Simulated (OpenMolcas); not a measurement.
Au3+: effect of the metal basis

Au3+ with its 8 nearest fluoride ions at 2.316 Å, on the Ca site of CaF2 (a = 5.46294 Å, distance in the model lattice 2.366 Å). The rest of the host is ab initio model potentials to 7.6 Å and point charges beyond; the distance is set by hand and nothing relaxes, and no local charge compensation is placed.

```json
{"Program": "OpenMolcas 26.06", "Method": "SS-CASPT2, IPEA 0.25 Eh, imaginary shift 0.1 Eh (closed shells correlated: 5s 5p and the ligand valence shells)", "Spin-orbit coupling": "state interaction with AMFI integrals over the reference wave functions"}
```

Fixed: ligand basis ANO-RCC-VDZP, active space 8 electrons in 5 orbitals (5d), DKH2 Hamiltonian.

States (labels of O, the rotations of Oh). Energies in cm-1 above the lowest state or level, χT in cm3 K/mol; under a threefold ground state the first gap can be a small split of the lowest multiplet, not the spin-orbit step.

```tsv
Run	Metal basis	Ground state	First state of that spin	First gap with spin-orbit (degeneracies)	χT at 300 K	First state of another spin	Cost
A	ANO-RCC-VDZP	3T1	3T2 13410	2960 (1, 3)	0.393	1T2 3830	roughly 2.3 core-minutes
B	ANO-RCC-VTZP	3T1	3T2 12780	2860 (1, 3)	0.423	1T2 3570	roughly 4 core-minutes
```

Against A, the first state of the same spin changes by -4.7 % in B.

Costs are those of the CASPT2 steps.

Roots that are degenerate in the reference are averaged as groups; the widest CASPT2 spread within a group is 1300 cm-1 (the 3-fold group of multiplicity 1 near 18600 cm-1 above the lowest state of its run, B). Shifts and gaps below about the spread of the groups concerned are not significant. Over all roots computed the reference weight is 0.62 to 0.68 in A, 0.62 to 0.68 in B; the roots of lowest weight are the least certain, and an intruder state may touch them. Real 4d8 and 5d8 ions are as a rule square planar and diamagnetic. Ligand-to-metal charge-transfer states are missing. With no ligand orbital active B as a rule stays too high, so bands that hang on it stand too high and its fall with covalency is understated. With one d shell and no ligand orbital active, 10Dq can be off by a tenth or more. The least metal-like active orbital is 81 % on the metal (Löwdin) and no ligand orbital is active, so the numbers are rough (holds for A). The least metal-like active orbital is 83 % on the metal (Löwdin) and no ligand orbital is active, so the numbers are rough (holds for B). No measured value stands beside these numbers; the geometry was set by hand and not optimised.
